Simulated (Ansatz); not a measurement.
Start from `OC(O)(F)N[SiH3]` and change one atom or group to get `OC(O)(F)O[SiH3]`.

Ansatz, PBE0-D4/def2-TZVP geometries, multiplicity 1. Each molecule was computed in one conformer, which needn't be the lowest.

```tsv
property	`OC(O)(F)N[SiH3]`
HOMO–LUMO gap (B3LYP/def2-TZVPP) / eV	7.67
LUMO energy (B3LYP/def2-TZVPP) / eV	0.05
HOMO energy (PBE0/def2-TZVPP) / eV	-7.84
LUMO energy (ωB97M-V/def2-TZVPP) / eV	1.85
size of the dipole moment (B3LYP/def2-TZVPP) / D	1.42
HOMO–LUMO gap (ωB97M-V/def2-TZVPP) / eV	12.05
```

Problem. Give the same properties after the change, and the shifts. (Estimate.)

Solution. Ansatz gave: 
```csv
property,`OC(O)(F)O[SiH3]`,shift
HOMO–LUMO gap (B3LYP/def2-TZVPP) / eV,8.75,1.08
LUMO energy (B3LYP/def2-TZVPP) / eV,-0.11,-0.16
HOMO energy (PBE0/def2-TZVPP) / eV,-9.10,-1.26
LUMO energy (ωB97M-V/def2-TZVPP) / eV,1.75,-0.10
size of the dipole moment (B3LYP/def2-TZVPP) / D,1.90,0.48
HOMO–LUMO gap (ωB97M-V/def2-TZVPP) / eV,13.22,1.17
```

With PBE0 the HOMO falls by 1.26 eV and the LUMO falls by 0.19 eV, so the gap widens by about 1.07 eV. PBE moves the HOMO by -0.92 eV and ωB97M-V by -1.27 eV. Dipoles are sizes alone; their direction can turn.

B3LYP here is the variant with VWN-RPA as its local correlation; programs differ in this.
